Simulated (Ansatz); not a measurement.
Gas-phase electronic energies from Ansatz, PBE0-D4/def2-TZVP geometries. CCSD(T)/CBS adds triple-zeta CCSD(T) − MP2 to the extrapolated MP2 energy (def2 sets, frozen cores). DFT in def2-TZVPP. Each species was taken in one conformer, which may not be the lowest.

Consider the ligand exchange at the Si–C bond: `[CH3][AlH][CH2][SiH2]F` + `N[Si](F)(Cl)Cl` → `F[SiH2]N[Si](F)(Cl)Cl` + `[CH3][AlH][CH3]`.

`[CH3][AlH][CH2][SiH2]F`:

```xyz
13

C     0.717   -1.819   -1.270
Al    1.234   -0.227   -0.272
C     0.079    0.488    1.141
Si   -1.380    1.454    0.578
F    -2.269    1.964    1.813
H     1.514   -2.570   -1.263
H    -0.195   -2.287   -0.892
H     0.547   -1.566   -2.323
H     2.601    0.521   -0.585
H     0.683    1.117    1.804
H    -0.295   -0.368    1.718
H    -0.965    2.667   -0.175
H    -2.271    0.625   -0.275
```

`N[Si](F)(Cl)Cl`:

Cartesian coordinates in Å:
```
N -0.441 0.326 -0.942
Si 0.268 -0.186 0.488
F 1.711 -0.820 0.325
Cl 0.504 1.402 1.725
Cl -0.878 -1.638 1.319
H -0.234 1.218 -1.358
H -0.931 -0.302 -1.556
```

`F[SiH2]N[Si](F)(Cl)Cl`:

Z-matrix (Å, degrees):
```
Si
N 1 1.722
F 1 1.596 2 111.3
H 1 1.478 2 108.1 3 117.0
H 1 1.475 2 109.0 3 -118.5
Si 2 1.694 1 129.2 3 90.2
H 2 1.011 1 115.6 3 -86.9
F 6 1.580 2 107.3 1 -12.6
Cl 6 2.027 2 113.2 1 105.7
Cl 6 2.025 2 111.4 1 -132.4
```

`[CH3][AlH][CH3]`:

Z-matrix (Å, degrees):
```
C
Al 1 1.954
H 1 1.092 2 113.4
H 1 1.095 2 111.1 3 121.8
H 1 1.096 2 110.4 3 -120.9
C 2 1.954 1 121.2 3 -176.1
H 2 1.595 1 120.2 3 4.5
H 6 1.096 2 110.5 1 -117.3
H 6 1.093 2 113.4 1 3.7
H 6 1.095 2 111.0 1 125.4
```

Question: Is it downhill or uphill in electronic energy at CCSD(T)/CBS, and by how much? (Estimate.)

Answer: Ansatz gave: Downhill: ΔE = -11.7 kcal/mol.

Question: What do these levels give: PBE-D4, PBE, r2SCAN, SCS-MP2/def2-TZVPP, CCSD(T)/def2-TZVPP, HF/def2-QZVPP? (Best estimate.)

Answer: Computed: PBE-D4 -10.2, PBE -9.9, r2SCAN -11.1, SCS-MP2/def2-TZVPP -12.5, CCSD(T)/def2-TZVPP -12.0, HF/def2-QZVPP -13.6 kcal/mol.

Largest T1 diagnostic among the species: 0.011.

In def2-TZVPP, CCSD(T) changes the Hartree–Fock value by +1.4 kcal/mol (the triples alone add +0.1 kcal/mol) and MP2 by +1.4 kcal/mol.
